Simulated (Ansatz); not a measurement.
Relaxation of C3H11NO3Si (19 atoms, charge 0, multiplicity 1), to a largest force component of 0.02 eV/Å in at most 40 steps.

All numbers below come from RKS B3LYP/STO-3G in Ansatz.

```xyz
19
Properties=species:S:1:pos:R:3:forces:R:3
Si 0.000 0.000 0.000 -0.77 -1.23 3.03
N 0.000 0.000 1.820 0.26 -0.10 -2.19
H -0.877 -0.271 2.350 1.43 0.66 -0.10
H 0.877 0.271 2.350 -1.45 -0.46 -0.11
O 1.584 0.000 -0.559 -0.30 2.65 -0.12
C 2.350 -1.163 -0.836 -0.93 -0.63 0.31
H 1.719 -1.905 -1.367 0.36 -0.53 -0.12
H 3.218 -0.893 -1.473 0.00 0.03 0.02
H 2.714 -1.602 0.116 0.35 -0.46 -0.06
O -0.791 1.371 -0.559 2.18 1.16 0.13
C -2.151 1.418 -0.965 0.04 -1.08 0.20
H -2.769 0.822 -0.261 -0.70 0.08 -0.23
H -2.502 2.471 -0.964 0.00 0.01 -0.01
H -2.247 0.998 -1.988 -0.56 0.01 -0.21
O -0.791 -1.371 -0.559 0.61 0.27 -1.81
C -1.536 -2.268 0.250 0.25 0.53 0.66
H -1.225 -2.158 1.310 -0.34 -0.50 0.32
H -2.619 -2.040 0.157 -0.31 -0.30 0.22
H -1.349 -3.311 -0.083 -0.12 -0.11 0.06
```

Problem. Where does it end, and by what steps?

Solution. The forces met the threshold. The force dipped under the threshold on the way, but the program's further checks kept it going. Limits of this set-up: minimal basis. After 29 steps the energy has fallen by 0.941 eV; H14 moved furthest, 0.98 Å.

```json
{"step": "0", "energy less start (eV)": "0.0000", "largest force component (eV/Å)": "3.025", "accepted": "yes"}
{"step": "2", "energy less start (eV)": "-0.8043", "largest force component (eV/Å)": "1.084", "accepted": "yes"}
{"step": "4", "energy less start (eV)": "-0.9065", "largest force component (eV/Å)": "0.146", "accepted": "yes"}
{"step": "6", "energy less start (eV)": "-0.9262", "largest force component (eV/Å)": "0.222", "accepted": "yes"}
{"step": "8", "energy less start (eV)": "-0.9305", "largest force component (eV/Å)": "0.067", "accepted": "yes"}
{"step": "10", "energy less start (eV)": "-0.9326", "largest force component (eV/Å)": "0.046", "accepted": "yes"}
{"step": "12", "energy less start (eV)": "-0.9342", "largest force component (eV/Å)": "0.050", "accepted": "yes"}
{"step": "14", "energy less start (eV)": "-0.9356", "largest force component (eV/Å)": "0.107", "accepted": "yes"}
{"step": "16", "energy less start (eV)": "-0.9377", "largest force component (eV/Å)": "0.118", "accepted": "yes"}
{"step": "18", "energy less start (eV)": "-0.9380", "largest force component (eV/Å)": "0.045", "accepted": "no"}
{"step": "20", "energy less start (eV)": "-0.9392", "largest force component (eV/Å)": "0.015", "accepted": "yes"}
{"step": "22", "energy less start (eV)": "-0.9397", "largest force component (eV/Å)": "0.034", "accepted": "yes"}
{"step": "24", "energy less start (eV)": "-0.9401", "largest force component (eV/Å)": "0.017", "accepted": "yes"}
{"step": "26", "energy less start (eV)": "-0.9404", "largest force component (eV/Å)": "0.101", "accepted": "yes"}
{"step": "28", "energy less start (eV)": "-0.9406", "largest force component (eV/Å)": "0.053", "accepted": "no"}
{"step": "29", "energy less start (eV)": "-0.9408", "largest force component (eV/Å)": "0.005", "accepted": "yes"}
```

```xyz
19
Properties=species:S:1:pos:R:3
Si -0.032 -0.053 -0.183
N -0.009 -0.251 1.573
H -0.887 0.087 2.037
H 0.760 0.313 2.010
O 1.566 0.097 -0.760
C 2.315 -1.151 -0.610
H 1.853 -2.008 -1.150
H 3.322 -0.985 -1.043
H 2.452 -1.459 0.451
O -0.702 1.408 -0.771
C -2.162 1.419 -0.698
H -2.554 1.444 0.345
H -2.513 2.342 -1.202
H -2.638 0.554 -1.213
O -0.827 -1.378 -0.909
C -1.451 -2.304 0.034
H -0.918 -2.369 1.008
H -2.508 -2.026 0.248
H -1.461 -3.312 -0.431
```

Whether the end is a true minimum wasn't checked by a vibrational analysis.

Time of the run: 3.4 min on 1 thread of Arm Neoverse V1 (shared host), peak memory 0.17 GiB.
